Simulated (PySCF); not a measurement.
EPR parameters of C7H8NO

Species: C7H8NO (doublet state).
Geometry (GFN2-xTB, Å), atoms numbered from 1 in this order:
```xyz
17
C7H8NO angstrom
C      1.9703   -2.2767   -1.2964
C      1.3350   -1.3168   -0.9696
C      0.5464   -0.1737   -0.5523
C     -0.9558   -0.4554   -0.7270
C     -1.7436    0.6814   -0.1969
N     -1.2247    1.4747    0.7777
C     -0.0028    1.3428    1.3816
O      0.3555    2.1439    2.2310
C      0.8158    0.1590    0.9203
H      2.5386   -3.1069   -1.5930
H      0.8247    0.6876   -1.1725
H     -1.1973   -1.3885   -0.1969
H     -1.1990   -0.6194   -1.7799
H     -2.7237    0.9163   -0.5667
H     -1.7734    2.2639    1.0987
H      1.8701    0.3825    1.0890
H      0.5572   -0.7027    1.5429
```

The hyperfine couplings belong to this conformer and change with its torsions.

As a line formula: `C1(=O)N[CH]C[C@H](C#C)C1` [radical].

Level of theory: UKS B3LYP, pcH-1 on C H N O, non-relativistic, mean-field spin-orbit, GIAO (PySCF). One conformer (not necessarily the lowest) at the GFN2-xTB geometry, without solvent, vibrations or thermal averaging. Couplings are sensitive to structure, and on GFN2-xTB geometries they can be far from those on DFT ones. The SCF solution wasn't tested for stability.

```json
{"g1, g2, g3": "2.00215, 2.00334, 2.00395", "g_iso": "2.00315", "Form of g": "rhombic: the two nearest values differ by 34 % of g3 − g1", "⟨S²⟩": "0.7561 (exact 0.7500)", "α and β electrons": "33, 32", "HOMO–LUMO gap, α and β orbitals": "4.71, 5.57 eV", "Basis functions": "305"}
```

Hyperfine couplings atom by atom, in 10⁻⁴ cm⁻¹; T1 to T3 are the principal values of the dipolar part (1 × 10⁻⁴ cm⁻¹ = 2.998 MHz):

| atom | isotope | a_iso | T1 | T2 | T3 | Mulliken spin population |
| --- | --- | --- | --- | --- | --- | --- |
| C1 | 13C | 0.2 | -0.2 | -0.1 | 0.3 | 0.01 |
| C2 | 13C | -0.8 | -0.2 | 0.0 | 0.3 | 0.00 |
| C3 | 13C | 3.0 | -0.8 | -0.4 | 1.2 | 0.01 |
| C4 | 13C | -9.6 | -0.5 | 0.0 | 0.5 | -0.07 |
| C5 | 13C | 24.5 | -23.7 | -23.2 | 46.9 | 0.84 |
| N6 | 14N | -0.9 | -1.8 | -1.4 | 3.2 | 0.03 |
| C7 | 13C | -0.5 | -2.0 | -0.8 | 2.8 | 0.04 |
| O8 | 17O | -3.5 | -14.5 | 7.2 | 7.3 | 0.13 |
| C9 | 13C | -1.1 | -0.2 | -0.1 | 0.3 | -0.01 |
| H10 | 1H | -0.2 | -0.2 | -0.1 | 0.3 | 0.00 |
| H11 | 1H | -0.6 | -0.9 | -0.8 | 1.7 | 0.00 |
| H12 | 1H | 38.3 | -1.6 | -1.0 | 2.6 | 0.05 |
| H13 | 1H | 11.1 | -1.4 | -1.3 | 2.7 | 0.01 |
| H14 | 1H | -19.5 | -11.4 | 0.3 | 11.1 | -0.04 |
| H15 | 1H | -2.2 | -1.7 | -1.7 | 3.4 | 0.00 |
| H16 | 1H | -0.1 | -0.5 | -0.2 | 0.8 | 0.00 |
| H17 | 1H | 1.8 | -0.7 | -0.4 | 1.1 | 0.00 |

The Mulliken spin populations are largest on C5 (+0.84), O8 (+0.13) and C4 (-0.07). C5 is the only atom above +0.15. The positive populations add up to 1.12 and the negative ones to -0.12, together 2S = 1. The angles at C5 add up to 360.0°, so it is planar; its axial dipolar tensor and the negative coupling of its proton fit spin in a p orbital normal to that plane.

Axes: g2 points within 15° of the C4–C5 bond.

Under fast tumbling the dipolar parts average out, and these isotropic splittings remain (the largest six): 1 × 1H (H12, I = 1/2, 2 lines) with 4.10 mT, 1 × 1H (H14, I = 1/2, 2 lines) with 2.08 mT, 1 × 1H (H13, I = 1/2, 2 lines) with 1.19 mT, 1 × 1H (H15, I = 1/2, 2 lines) with 0.24 mT, 1 × 1H (H17, I = 1/2, 2 lines) with 0.19 mT and 1 × 14N (N6, I = 1, 3 lines) with 0.10 mT.

The 13C coupling of C5 (73.4 MHz) shows only in satellite lines or after enrichment, since that isotope makes up about 1.07 % of natural carbon.

The 17O coupling of O8 (-10.4 MHz) shows only in satellite lines or after enrichment, since that isotope makes up about 0.038 % of natural oxygen.

Examples of negative spin density at the nucleus (bohr⁻³): C4 (-0.0257), H14 (-0.0131) and N6 (-0.0085).
